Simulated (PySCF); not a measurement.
Job for PySCF: R-MP2/6-31G* on H7NSi (a complex), monomers drawn apart or pushed together.

```python
from pyscf import gto, scf, dft, mp
from pyscf.data.elements import chemcore

mol = gto.M(
    atom='''
    N     0.06952920    0.16398241   -0.00728442
    H    -0.74419316    0.64333838    0.35970385
    H     0.03778779   -0.79277051    0.32469213
    H     0.89048827    0.60125531    0.39447269
    Si   -0.04447572   -0.02243510    5.09436459
    H     1.19071925    0.66525054    4.65670689
    H    -0.07786654   -0.07656307    6.57370782
    H    -0.06429973   -1.39955190    4.55275382
    H    -1.22674736    0.72049316    4.60397130
    ''',
    basis='6-31g*',
    cart=True,
    charge=0, spin=0, verbose=3, max_memory=1800)
mf = scf.RHF(mol)
mf.conv_tol = 1e-8
mf.max_cycle = 100
mf.kernel()
if not mf.converged:
    mf = mf.newton().run(mf.mo_coeff, mf.mo_occ)
pt = mp.MP2(mf, frozen=chemcore(mol)).run()
```

Give the final energy of this run.

-347.6619 hartree.
